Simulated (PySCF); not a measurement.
Species: benzocycloheptatriene, C11H10.
Geometry (PBE0-D3(BJ)/def2-SVP, Å), atoms numbered from 1 in this order:
```xyz
21
C11H10 angstrom
C     -2.453    0.502    0.426
C     -2.238   -0.824    0.329
C     -1.212   -1.390   -0.605
C      0.176   -1.007   -0.168
C      1.097   -1.969    0.255
C      2.409   -1.625    0.567
C      2.821   -0.296    0.451
C      1.913    0.672    0.047
C      0.573    0.348   -0.238
C     -0.347    1.433   -0.560
C     -1.668    1.512   -0.255
H     -3.272    0.861    1.058
H     -2.834   -1.512    0.938
H     -1.298   -2.483   -0.669
H     -1.384   -0.981   -1.618
H      0.781   -3.014    0.312
H      3.116   -2.397    0.880
H      3.853   -0.018    0.678
H      2.229    1.716   -0.030
H      0.120    2.332   -0.977
H     -2.164    2.469   -0.450
```

All values: PBE0/pcSseg-1 (PySCF, non-relativistic), on one gas-phase PBE0-D3(BJ)/def2-SVP geometry that isn't relaxed in the solvent. The solvent is an IEF-PCM continuum (cavity from Bondi-type radii × 1.2). Only the electrostatic response of the medium enters.

```tsv
run	E − E(gas) (kJ/mol)	HOMO (eV)	HOMO–LUMO gap (eV)	dipole (D)
gas	0.00	-6.29	5.05	0.22
P	-12.79	-6.33	5.06	0.30
Q	-18.69	-6.37	5.06	0.34
```

**Question.** The runs were made in acetonitrile and chloroform. Which run belongs to which solvent?

**Answer.** P = chloroform, Q = acetonitrile. The dielectric constants are 4.711 (chloroform), 35.69 (acetonitrile), and the energy falls further as ε rises. In this model the ground state sees the solvent through ε alone.

**Question.** How constant is the ratio of the lowering to (ε − 1)/(2ε + 1)?

**Answer.** 
| solvent | (ε − 1)/(2ε + 1) | E − E(gas) (kJ/mol) | ratio (kJ/mol) | polarisation term (kJ/mol) |
| --- | --- | --- | --- | --- |
| chloroform | 0.356 | -12.79 | -35.9 | -13.92 |
| acetonitrile | 0.479 | -18.69 | -39.0 | -21.21 |

The ratio changes by +8.6 % in size from chloroform to acetonitrile. The polarisation term is half the interaction of the solute with the induced surface charges.
